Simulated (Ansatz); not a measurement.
Basis-set series for Br₂GeH₂, SMILES `[Br][GeH2][Br]`. Total charge 0; spin multiplicity 1. The structure was optimised at the PBE0-D4/def2-TZVP level.

| functional | basis | functions | energy (Eh) | HOMO (eV) | LUMO (eV) |
| --- | --- | --- | --- | --- | --- |
| PBE0-D4 | def2-SVP | 106 | -7224.85765 | -8.39 | -1.03 |
| PBE0-D4 | def2-TZVPP | 172 | -7225.74703 | -8.52 | -1.27 |
| ωB97M-V | def2-SVP | 106 | -7225.30552 | -10.54 | 1.01 |
| ωB97M-V | def2-TZVPP | 172 | -7226.19126 | -10.69 | 0.66 |

Q: Give the rows for def2-QZVPP. (An estimate is asked.)

A: Computed: 
```json
{"functional": "PBE0-D4", "basis": "def2-QZVPP", "functions": "327", "energy (Eh)": "-7225.89716", "HOMO (eV)": "-8.52", "LUMO (eV)": "-1.33"}
{"functional": "ωB97M-V", "basis": "def2-QZVPP", "functions": "327", "energy (Eh)": "-7226.33657", "HOMO (eV)": "-10.70", "LUMO (eV)": "0.50"}
```

Positive LUMOs are unbound and depend on the basis. Scalar relativity is left out up to krypton.
